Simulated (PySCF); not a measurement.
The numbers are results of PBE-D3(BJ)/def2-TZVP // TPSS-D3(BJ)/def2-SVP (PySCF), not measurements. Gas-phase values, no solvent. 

Reference species: [Ti(Cl)4] (neutral, multiplicity 1).

```
Property                                                        Value
------------------------------------------------------------  -------
charge on the central atom (meta-Löwdin)                       1.02 e
HOMO–LUMO gap                                                 3.64 eV
mean distance from the central atom to its bonded neighbours  2.173 Å
```

Changed species: [Ti(Cl)2(F)2] (2 of 4 Cl replaced by F; the reference has 0 of 4 Cl replaced by F).

Q: What does the change do to the charge on the central atom (meta-Löwdin), HOMO–LUMO gap and mean distance from the central atom to its bonded neighbours?

A: the charge on the central atom (meta-Löwdin) increases by 0.27 e, to 1.29 e; the HOMO–LUMO gap increases by 0.32 eV, to 3.96 eV; the mean distance from the central atom to its bonded neighbours decreases by 0.213 Å, to 1.960 Å.
